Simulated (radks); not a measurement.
Values are calculated unless marked as measured or tabulated.
Excited configurations of Ho I: one electron is placed in a higher orbital outside [Xe] 4f11 6s1. The ground configuration is [Xe] 4f11 6s2. Code: a radial shooting solver on a logarithmic mesh with Libxc functionals. Model: scalar-relativistic Kohn-Sham, PBE, spin-unpolarised, spherical densities, finite nucleus; Fermi nuclear charge, rms radius 5.2022 fm. Excitation = E - E(ground); binding = E(ion) - E, where the ion is the core of charge +1; n* = 1/sqrt(2 binding) in atomic units, and the quantum defect is n - n*.

outer orbital  excitation (eV)  binding (eV)     n*  quantum defect  eigenvalue (eV)  <r> (bohr)
5d                       2.788         3.521  1.966           3.034           -0.842       4.016
6p                       2.732         3.576  1.950           4.050           -1.791       5.597
6f                       5.661         0.648  4.584           1.416           -0.367       28.53
7s                       4.111         2.198  2.488           4.512           -1.304       9.871
7p                       4.710         1.598  2.918           4.082           -0.928       12.83

The Delta-SCF ionisation energy is 6.308 eV (NIST Atomic Spectra Database: 6.022 eV, measured). Self-interaction in the functional shifts the binding energies and quantum defects, so they are the method's values and not measured ones. Spin polarisation and multiplet splitting are left out, so open shells lie too high by an amount that depends on their filling. Spin-orbit splitting is averaged out at the scalar-relativistic level.

Beside tabulated values, note that spin-unpolarised runs miss the spin-polarisation part of the exchange energy of open shells.
